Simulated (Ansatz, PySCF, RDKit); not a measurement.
Noncovalent pair: SiH4 (SMILES [SiH4]) (first 5 atoms) with SiH4 (SMILES [SiH4]); geometry from B3LYP-D3(BJ)/def2-TZVP, rigid monomers moved along the line of their centres of mass till Si1···Si6 is 4.62 Å.
(charge 0, multiplicity 1):
```xyz
10

Si     0.01753    -0.16762    -0.10150
H      1.06879     0.87346    -0.08740
H     -1.07626     0.22540     0.81558
H      0.58979    -1.45800     0.34195
H     -0.52126    -0.30918    -1.47337
Si    -0.02253     0.21699     4.50278
H     -0.82886    -0.99947     4.25977
H      1.11277     0.25095     3.55315
H      0.49890     0.19768     5.88845
H     -0.86338     1.41863     4.30669
```

Monomers are frozen at their geometry in the pair; levels with a basis set take the counterpoise correction.

Programs: Ansatz (an electronic-structure program) with Gaussian orbitals; PySCF for the dispersion terms; RDKit for the force fields. 

Q: One of these levels gives -0.88 kcal/mol for the interaction energy. Which one is it?
A) PBE0-D4/def2-TZVPPD
B) MMFF94
C) HF/aug-cc-pV(D+d)Z

A: A, PBE0-D4/def2-TZVPPD. The others give -0.45 (MMFF94), 0.12 (HF/aug-cc-pV(D+d)Z)
